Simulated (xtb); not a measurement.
C3H5Br, SMILES CC(Br)=C. All values are semi-empirical tight-binding results from xtb (GFN2-xTB unless named), good for trends rather than for accurate numbers. Geometry: GFN2-xTB.

Computed properties:
```json
{
 "point_group_as_xtb_finds_it": "Cs",
 "orbital_gap": "4.56 eV",
 "zero_point_energy": "43.1 kcal/mol",
 "G − E(el) at 298.15 K (modified RRHO)": "24.9 kcal/mol",
 "static polarisability (D4 model)": "58.0 bohr³",
 "solvation energy, GFN2-xTB/ALPB(water)": "-1.9 kcal/mol",
 "solvation energy, GFN2-xTB/ALPB(dmf)": "-5.7 kcal/mol"
}
```
